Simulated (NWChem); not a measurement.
C₂BrCl₂F; SMILES ClC(=C(Br)F)Cl

Results from NWChem. Geometry: optimised at PBE0/def2-SVP. Level: PBE/def2-SVP with COSMO at NWChem's default radii, gas-phase geometry; rows give the dielectric constant.

| dielectric constant | electrostatic solvation energy (kcal/mol) | dipole in solution (D) |
|---|---|---|
| 2.4 | -0.6 | 0.56 |
| 4.8 | -0.8 | 0.59 |
| 20.7 | -0.9 | 0.62 |
| 25.0 | -0.9 | 0.62 |
| 37.5 | -0.9 | 0.62 |
